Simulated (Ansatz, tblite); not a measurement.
Removing and adding an electron: `FC(F)(F)Oc1ccc(Oc2ccc(Oc3ccc(C(F)(F)F)cc3)cc2)cc1`. The state is a singlet with charge 0. Geometry: PBE-D4/def2-SVP. Ansatz, gas phase; energy differences of separate SCF runs; the oxidised species was run as a doublet alone; the reduced species was run as a doublet alone.

```
atom   x (Å)   y (Å)   z (Å)
  F1   2.038   7.505   1.486
  C2   2.416   7.522   0.185
  F3   3.488   6.705   0.070
  F4   2.790   8.763  -0.131
  O5   1.406   7.176  -0.655
  C6   0.813   5.915  -0.600
  C7  -0.166   5.685  -1.579
  C8  -0.827   4.455  -1.632
  C9  -0.514   3.451  -0.699
 O10  -1.244   2.285  -0.766
 C11  -0.678   1.090  -0.378
 C12  -1.468   0.218   0.390
 C13  -0.973  -1.039   0.756
 C14   0.318  -1.423   0.350
 O15   0.884  -2.618   0.754
 C16   0.201  -3.798   0.605
 C17  -0.790  -4.000  -0.375
 C18  -1.404  -5.253  -0.485
 C19  -1.040  -6.306   0.371
 C20  -1.672  -7.666   0.226
 F21  -2.879  -7.601  -0.386
 F22  -0.898  -8.504  -0.513
 F23  -1.853  -8.265   1.430
 C24  -0.042  -6.098   1.342
 C25   0.577  -4.851   1.461
 C26   1.108  -0.554  -0.418
 C27   0.614   0.705  -0.783
 C28   0.459   3.689   0.288
 C29   1.128   4.920   0.340
 H30  -0.393   6.484  -2.300
 H31  -1.595   4.255  -2.392
 H32  -2.471   0.545   0.699
 H33  -1.581  -1.721   1.367
 H34  -1.074  -3.180  -1.050
 H35  -2.181  -5.415  -1.245
 H36   0.240  -6.917   2.020
 H37   1.352  -4.665   2.218
 H38   2.111  -0.880  -0.728
 H39   1.224   1.387  -1.392
 H40   0.694   2.911   1.028
 H41   1.880   5.088   1.121
```

The xTB rows come from tblite. Single mean-field runs in def2-TZVP are fitted with def2-universal-jkfit. HOMO above LUMO, or a gap near zero within one spin, warns that the state may not be the lowest or that an electron is smeared out.

```tsv
level	−HOMO (eV)	vertical IE (eV)	−LUMO (eV)	vertical EA (eV)	HOMO–LUMO gap (eV)	IE − EA (eV)	remarks
GFN2-xTB	10.77	12.70	7.32	5.48	3.46	7.22	–
PBE0-D4/def2-TZVP	6.51	7.78	1.22	0.09	5.29	7.69	HOMO above zero (-1 doublet)
BHLYP-D4/def2-TZVP	7.39	8.02	0.25	-0.36	7.13	8.39	HOMO above zero (-1 doublet)
```

Problem. Estimate the rows for GFN1-xTB, PBE-D4/def2-TZVP.

Solution. 
```
           level  −HOMO (eV)  vertical IE (eV)  −LUMO (eV)  vertical EA (eV)  HOMO–LUMO gap (eV)  IE − EA (eV)                                                                   remarks
        GFN1-xTB       11.65             13.53        8.10              6.32                3.55          7.21                                                                         –
PBE-D4/def2-TZVP        5.49              7.33        2.06              0.44                3.43          6.90  HOMO above zero (-1 doublet), gap within one spin near zero (-1 doublet)
```

   A HOMO above zero means that the electron is unbound at that level or that self-interaction error raises the level; the energy of removing that electron tells which. Raw xTB energy differences between charge states are shifted by several eV; the methods need an empirical correction for them. Sets without diffuse functions give affinities that are too small. A negative affinity means that the extra electron isn't bound; its size then hangs on the basis.
